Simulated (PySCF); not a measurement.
# Steps of a relaxation of [Pr(H2O)]3+

[Pr(H2O)]3+ (singlet in the valence; each metal's 4f electrons, 2 of them, lie in its core potential, out of spins and levels). PySCF 2.14.0, RKS PBE0, Pr lcecp-1-SVP with ECP48, O def2-SVP, H def2-SVP; non-relativistic Hamiltonian with scalar-relativistic core potentials where named; density fitting; no spin-orbit coupling. Origin of the start: template. Columns: position (Å) and force (eV/Å). Energies are counted from the last step; some of the 6 steps are shown. Forces carry noise of the integration grid, about 0.01 to 0.03 eV/Å.

Run from Python with OMP_NUM_THREADS=2. Where DIIS fails, smearing, a level shift and second-order steps follow.
It took 5.5 s on 2 threads of Arm Neoverse V2, on a shared host, from the converged density of the start.

```xyz
4
step 0  E = 0.276 eV
Pr    0.0000    0.0000   -0.2948     0.00    0.00    1.66
O     0.0000    0.0000    2.2402     0.00    0.00   -2.88
H     0.7700    0.0000    2.8302     0.74    0.00    0.61
H    -0.7700    0.0000    2.8302    -0.74    0.00    0.61
```

```xyz
4
step 2  E = 0.014 eV
Pr    0.0000    0.0000   -0.1291     0.00    0.00   -0.07
O     0.0000    0.0000    2.1422     0.00    0.00    1.09
H     0.7773    0.0000    2.7964    -0.37    0.00   -0.51
H    -0.7773    0.0000    2.7964     0.37    0.00   -0.51
```

```xyz
4
step 3  E = 0.003 eV
Pr    0.0000    0.0000   -0.1374     0.00    0.00    0.14
O     0.0000    0.0000    2.1563     0.00    0.00    0.29
H     0.7776    0.0000    2.7935    -0.16    0.00   -0.22
H    -0.7776    0.0000    2.7935     0.16    0.00   -0.22
```

**Question.** Where does the relaxation end?

**Answer.** It converges at step 5 in C2v:
```xyz
4
step 5  E = 0
Pr    0.0000    0.0000   -0.1250
O     0.0000    0.0000    2.1587
H     0.7773    0.0000    2.7861
H    -0.7773    0.0000    2.7861
```

**Question.** How did the contacts change?

**Answer.** 
```
     contact  start (Å)  end (Å)
Pr1–O2 (H2O)      2.535    2.284
```


An lcecp potential fixes the number of 4f electrons, so in runs with it no electron can move into or out of that shell.
